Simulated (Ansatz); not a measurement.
System: CH3F3Ge (charge 0, singlet). 
Coordinates optimised at B3LYP-D3(BJ)/def2-TZVP (Ansatz, a program for electronic structure):
```xyz
8

F     -1.3636     0.8551    -0.9181
C     -0.8567    -0.0223    -0.0215
F     -1.4013     0.2844     1.1785
F     -1.3229    -1.2457    -0.3629
Ge     1.1596     0.0301     0.0291
H      1.6091    -0.9972     1.0717
H      1.5616     1.4538     0.4239
H      1.6531    -0.3313    -1.3746
```

Basis-set convergence of Hartree-Fock and MP2 correlation energies (hartree) with Ansatz. Cores are frozen in the correlated levels unless marked. Spin-orbit coupling is left out. The frozen core is the preceding noble-gas configuration, with the filled d and f shells of earlier blocks. Non-relativistic.

```json
[
 {"basis": "aug-cc-pVDZ", "functions": "155", "E(HF)": "-2413.29381", "E(corr, MP2)": "-0.84932"},
 {"basis": "aug-cc-pVTZ", "functions": "312", "E(HF)": "-2413.46070", "E(corr, MP2)": "-1.05715"},
 {"basis": "aug-cc-pVQZ", "functions": "551", "E(HF)": "-2413.48740", "E(corr, MP2)": "-1.13400"}
]
```

Extrapolating the two largest sets (X = 3 and 4) as X^-3: E(corr) = (64·(-1.13400) - 27·(-1.05715))/37 = -1.1901 Eh, an estimate of the basis-set limit. The largest set recovers 95.3 % of it, the smallest 71.4 %.
